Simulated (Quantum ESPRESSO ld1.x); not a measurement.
The numbers below are computed, except where a source is named.
Orbital energies (hartree) of the promethium ion Pm2+, [Xe] 4f5: non-relativistic, with first-order perturbation theory as ld1.x prints it (mass-velocity, Darwin and spin-orbit terms), and from the self-consistent Dirac equation with open shells shared by 2j + 1. Spin-unpolarised spherical Kohn-Sham, LDA (Slater exchange, VWN5 correlation), point nucleus, ld1.x of Quantum ESPRESSO 7.5.

| orbital | non-rel. | first order | Dirac |
|---|---|---|---|
| 1s1/2 | -1563.46 | -1653.27 | -1651.89 |
| 2s1/2 | -246.444 | -269.731 | -268.897 |
| 2p1/2 | -233.929 | -256.396 | -254.762 |
| 2p3/2 | -233.929 | -238.282 | -234.199 |
| 3s1/2 | -53.9010 | -59.4803 | -58.9922 |
| 3p1/2 | -48.3929 | -53.5691 | -52.9212 |
| 3p3/2 | -48.3929 | -49.9638 | -48.7882 |
| 3d3/2 | -38.0974 | -39.3993 | -38.2017 |
| 3d5/2 | -38.0974 | -38.5065 | -37.3050 |
| 4s1/2 | -10.8951 | -12.2511 | -12.0974 |
| 4p1/2 | -8.7930 | -9.9671 | -9.7887 |
| 4p3/2 | -8.7930 | -9.1827 | -8.8812 |
| 4d3/2 | -5.0695 | -5.3356 | -5.0786 |
| 4d5/2 | -5.0695 | -5.1754 | -4.9174 |
| 4f5/2 | -0.6720 | -0.7038 | -0.5784 |
| 4f7/2 | -0.6720 | -0.6842 | -0.5609 |
| 5s1/2 | -1.8448 | -2.0711 | -2.0288 |
| 5p1/2 | -1.2868 | -1.4469 | -1.4074 |
| 5p3/2 | -1.2868 | -1.3410 | -1.2839 |
| 5d3/2 (empty) | -0.5190 | -0.5367 | -0.5113 |
| 5d5/2 (empty) | -0.5190 | -0.5263 | -0.5012 |
| 6s1/2 (empty) | -0.4688 | -0.5057 | -0.4996 |

First order keeps the non-relativistic potential frozen, so it lacks the indirect effect: the contracted s and p shells screen the nucleus better and push d and f levels up in the self-consistent Dirac solution.
